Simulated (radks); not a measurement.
The numbers below are computed, except where a source is named.
The nuclear charge of the bromine ion Br2+ is varied continuously with 33 electrons held in [Ar] 3d10 4s2 4p3. Level of theory: Dirac Kohn-Sham, PBE, spin-unpolarised, spherical densities, point nucleus; open shells fill j = l - 1/2 first (a radial shooting solver on a logarithmic mesh with Libxc functionals). By the Hellmann-Feynman theorem dE/dZ = E(electron-nucleus)/Z, the electronic potential at the nucleus.

Z     E (hartree)  E(electron-nucleus)/Z (hartree)   HOMO  e(HOMO) (eV)  <r> HOMO (bohr)
34.5  -2516.67349                         -175.588  4p3/2       -21.264            1.987
35    -2605.31663                         -178.984  4p3/2       -27.931            1.865
35.5  -2695.65814                         -182.382  4p3/2       -35.163            1.762
36    -2787.69879                         -185.781  4p3/2       -42.936            1.673

The central difference of E at Z = 35 is -178.985 hartree, to compare with the third column; the second derivative is -6.79 hartree.
